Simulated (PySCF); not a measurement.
# Computed properties of GaH₅N₂, SMILES [NH2][GaH][NH2]

Ga(H)(NH2)2 (GaH₅N₂), SMILES [NH2][GaH][NH2]. Geometry: B3LYP-D3(BJ)/def2-SVP. Other conformers were not sampled. All values are computed for the isolated molecule unless a solvent is named; none is compared with measurement here.

**Structure.** The optimised structure has C2v symmetry. All 18 harmonic modes at B3LYP-D3(BJ)/def2-SVP (PySCF) are real, so it is a minimum. With heavy atoms numbered as in [GaH:1]([NH2:3])[NH2:6], the shortest bond between them is Ga1–N3 at 1.822 Å and the longest Ga1–N6 at 1.822 Å.

**Vibrations.** The strongest infrared lines (harmonic, unscaled, degenerate partners summed) lie at 158 cm⁻¹ (384 km/mol, H 71 %, N 26 %), 718 cm⁻¹ (141 km/mol, N 51 %, H 25 %, Ga 24 %), 2003 cm⁻¹ (129 km/mol, H 99 %). The softest mode is at 99 cm⁻¹ and the zero-point energy is 35.2 kcal/mol.

**Electronic structure.** HF/def2-TZVPD (PySCF) places the frontier levels at -10.17 and 1.45 eV, a gap of 11.62 eV, and gives a dipole moment of 0.55 D and a mean polarisability of 43.3 bohr³.

**Excitations.** TDA-PBE0/def2-SVPD (PySCF) has S1 at 5.57 eV (222 nm, f = 0.000, dark); the most intense of the 10 singlets computed lies at 6.40 eV (f = 0.15). T1 (TDA) is at 5.10 eV, 0.47 eV under S1. No vertical singlet excitation falls in the visible range (under 3.1 eV).

**NMR.** GIAO shifts at PBE0/pcSseg-1 (PySCF) (non-relativistic, atoms alike by connectivity averaged): ¹H from 1.4 to 5.1 ppm against TMS.
